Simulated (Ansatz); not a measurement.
Calculated with Ansatz (gas phase, PBE0-D4/def2-TZVP geometries, no zero-point term in ΔE). CCSD(T)/CBS is the MP2 limit (def2-TZVPP, def2-QZVPP) plus CCSD(T) − MP2 in def2-TZVPP, frozen cores. Functionals use def2-TZVPP. One conformer a species, not always the lowest.

Consider the redistribution: `B[SiH2][SiH2][SiH3]` + `[SiH3]OCS` → `[SiH3]O[SiH2][SiH3]` + `B[SiH2]CS`.

`B[SiH2][SiH2][SiH3]`:

Z-matrix (Å, degrees):
```
Si
Si 1 2.357
B 1 1.988 2 102.1
H 1 1.489 2 108.4 3 -122.1
H 1 1.490 2 106.7 3 120.5
Si 2 2.338 1 110.0 3 -57.5
H 2 1.490 1 109.4 3 -178.7
H 2 1.490 1 109.7 3 62.8
H 3 1.196 1 120.7 2 85.8
H 3 1.195 1 121.1 2 -88.1
H 6 1.487 2 109.9 1 -56.8
H 6 1.488 2 111.6 1 -177.6
H 6 1.489 2 109.2 1 62.1
```

`[SiH3]OCS`:

Z-matrix (Å, degrees):
```
Si
O 1 1.649
H 1 1.479 2 106.2
H 1 1.489 2 110.5 3 -120.0
H 1 1.489 2 110.7 3 120.2
C 2 1.400 1 122.5 3 178.9
S 6 1.798 2 112.1 1 179.7
H 6 1.096 2 111.3 1 62.9
H 6 1.095 2 111.0 1 -57.8
H 7 1.343 6 96.4 2 71.5
```

`[SiH3]O[SiH2][SiH3]`:

Z-matrix (Å, degrees):
```
Si
O 1 1.634
H 1 1.489 2 109.8
H 1 1.484 2 109.3 3 120.0
H 1 1.484 2 109.4 3 -120.0
Si 2 1.640 1 145.7 3 1.8
Si 6 2.347 2 111.8 1 -2.1
H 6 1.488 2 108.6 1 -123.4
H 6 1.488 2 108.8 1 119.2
H 7 1.488 6 111.0 2 60.7
H 7 1.489 6 108.8 2 -179.8
H 7 1.488 6 111.0 2 -60.2
```

`B[SiH2]CS`:

```xyz
11

B    -0.043   -1.106    1.936
Si    0.110    0.470    0.700
C    -0.065    0.012   -1.123
S     0.079    1.483   -2.159
H    -0.229   -2.225    1.555
H     0.053   -0.939    3.116
H    -0.941    1.467    1.057
H     1.434    1.125    0.915
H     0.714   -0.711   -1.374
H    -1.038   -0.465   -1.268
H    -0.075    0.890   -3.355
```

| level | ΔE (kcal/mol) |
| --- | --- |
| LDA (SPW92) | -29.6 |
| r2SCAN0-D4 | -36.2 |
| ωB97M-V | -37.8 |
| BHLYP | -39.7 |
| RPA@PBE/def2-TZVPP | -36.0 |
| CCSD/def2-SVP | -31.9 |
| HF/CBS(def2) | -43.7 |
| MP2/CBS(def2) | -40.8 |

Task: What does CCSD(T)/CBS give? (Best estimate.)

Result: The calculation gave: -38.1 kcal/mol. The listed levels differ from it by 8.5, 1.9, 0.3, -1.6, 2.1, 6.2, -5.6, -2.7 kcal/mol.

Task: What do rigid-rotor, harmonic-oscillator terms from PBE0-D4/def2-TZVP frequencies (298.15 K, 1 bar) make of the CCSD(T)/CBS value? (Best estimate.)

Result: Ansatz gave: ΔZPE = -0.4 kcal/mol, ΔH = -38.4 kcal/mol, ΔS = 9 J/(mol·K), ΔG = -39.1 kcal/mol. Modes under 50 cm⁻¹ make the entropy rough.

Largest T1 diagnostic among the species: 0.014.

Leaving LDA and LC-ωPBE aside and taking each functional with its dispersion term where it has one, the values, not all of them listed here, spread over 9.9 kcal/mol, from BHLYP-D4 to revPBE-D4. From r2SCAN to r2SCAN0 (25 % exact exchange), in def2-TZVPP and without D4, ΔE moves by −1.6 kcal/mol.
